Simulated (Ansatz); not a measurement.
CH6AlFGeO, relaxed with RKS PBE0-D4/def2-TZVP in Ansatz 0.2.0 from a PBE-D4/def2-SVP geometry. The force threshold is 0.005 eV/Å; the program also tests the step.

Charge 0, multiplicity 1. The bonds changed during the relaxation, so this is another structure than the one it started from.

Start:

```xyz
11

O     0.600    0.401    1.170
Ge   -0.262   -1.224    0.616
C    -0.741   -0.328   -1.016
Al    0.316    1.339   -0.511
F     1.852    1.405   -1.229
H     1.251    0.490    1.889
H     0.864   -2.291    0.630
H    -1.310   -1.488    1.729
H    -1.838   -0.202   -1.114
H    -0.344   -0.854   -1.906
H    -0.387    2.752   -0.258
```

Q: By how much does the energy fall, and how many steps does the optimiser take? (Estimate.)

A: Ansatz gave: 0.05 eV, in 11 steps.

Q: Which bonds change most? (An estimate is asked.)

A: Computed: Ge2–Al4 from 2.859 to 2.808 Å; Al4–F5 from 1.698 to 1.671 Å; O1–Ge2 from 1.921 to 1.895 Å; O1–Al4 from 1.945 to 1.922 Å.

Q: Give the relaxed structure. (An estimate is asked.)

A: Computed: 
```xyz
11

O     0.550    0.417    1.184
Ge   -0.261   -1.198    0.612
C    -0.745   -0.324   -1.012
Al    0.305    1.321   -0.494
F     1.844    1.348   -1.144
H     1.293    0.466    1.789
H     0.878   -2.229    0.631
H    -1.298   -1.489    1.707
H    -1.824   -0.199   -1.112
H    -0.351   -0.838   -1.890
H    -0.392    2.725   -0.272
```
